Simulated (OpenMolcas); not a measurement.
Tc2+ among 6 point charges of -1.1 e arranged as an octahedron (Oh), 1.87 Å from the ion.

| Quantity | Value |
| --- | --- |
| Program | OpenMolcas 26.06 |
| Method | SS-CASPT2, IPEA 0.25 Eh, imaginary shift 0.1 Eh (closed shells correlated: 4s 4p) |
| Basis | ANO-RCC-VTZP [7s6p4d2f1g] |
| Scalar Hamiltonian | DKH2, point nucleus |
| Active space | 5 electrons in 5 orbitals (4d) |
| State averaging | 2S+1 = 6 even, 1 root; 2S+1 = 4 even, 24 roots; 2S+1 = 2 even, 75 roots |
| Spin-orbit coupling | state interaction with AMFI integrals over the reference wave functions |

Q: What is the spin-free ground state (labels of O, the rotations of Oh)?

A: 6A1, 1-fold in its orbital part, 100 % from free-ion S terms; it has the highest spin that d5 allows.

Q: What are the lowest two levels with spin-orbit coupling?

A: A 2-fold level Γ7 with g = 3.33, 3.33, 3.33, then a 4-fold level Γ8 1 cm-1 above it. Their leading multiplicities are 6 (98 %) and 6 (99 %).

Q: What is χT at 300 K, and how does it compare with the textbook value?

A: The lowest level has 2S+1 = 6, for which the spin-only value is χT = S(S+1) / 2 = 4.375 cm3 K/mol (g = 2). The computed 4.357 at 300 K differs by -0.018, through a little spin-orbit mixing out of the ground term, against the free-electron g of 2.0023, which raises it.

Roots that are degenerate in the reference are averaged as groups; the widest CASPT2 spread within a group is 250 cm-1 (the 3-fold group of multiplicity 4 near 41900 cm-1 above the lowest state of its run). Shifts and gaps below about the spread of the groups concerned are not significant. Point charges give a weaker field than real ligands, and real ions of this kind are as a rule low spin; the high spin found here belongs to the model. Free-ion shares, where given, are those of the reference states; single-state CASPT2 does not remix them. This is an electrostatic model: the charges have no orbitals. No measured value stands beside these numbers.
